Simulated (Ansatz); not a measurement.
The lowest singlet and triplet of SiH2 (SMILES [SiH2]); geometries from B3LYP-D3(BJ)/def2-TZVP, each state relaxed from the structure named, with no frequency check.
Singlet at the triplet's geometry (charge 0, multiplicity 1):
```xyz
3

Si    -0.0003     0.0950     0.0000
H     -1.2738    -0.6683     0.0000
H      1.2775    -0.6611     0.0000
```

A positive gap puts the triplet lower; no zero-point energy. R- takes a restricted singlet. The triplet is unrestricted in single-reference levels. Active spaces average the two states.

Correlated levels freeze the cores.

The values were computed with Ansatz (Gaussian basis) for Hartree–Fock, density functionals and correlated methods. 

| level | gap E(singlet) − E(triplet), vertical, at the triplet's geometry (kcal/mol) |
|---|---|
| R-HF/cc-pV(Q+d)Z | 5.93 |
| R-PBE/def2-TZVPP | -5.06 |
| R-r2SCAN/def2-TZVPP | 0.30 |
| R-B3LYP/def2-TZVPP | -9.80 |
| R-wB97M-V/def2-TZVPP | -13.40 |
| SA-CASSCF(6,6)/cc-pV(Q+d)Z | ___ |
| SC-NEVPT2 on SA-CASSCF(6,6)/cc-pV(T+d)Z | -10.46 |
| FIC-NEVPT4(SD) on SA-CASSCF(6,6)/cc-pV(T+d)Z | -10.42 |
| FIC-MRCISD+Q on SA-CASSCF(6,6)/cc-pV(Q+d)Z | -10.35 |

Task: Some entries are withheld; supply them.

Result: 
- SA-CASSCF(6,6)/cc-pV(Q+d)Z, gap E(singlet) − E(triplet), vertical, at the triplet's geometry (kcal/mol): -7.52

Doubts at one or more of the structures used: a restricted determinant that unrestricted orbitals would lower (R-HF/cc-pV(Q+d)Z, R-PBE/def2-TZVPP, R-r2SCAN/def2-TZVPP, R-B3LYP/def2-TZVPP).

Ansatz is a program for electronic structure.
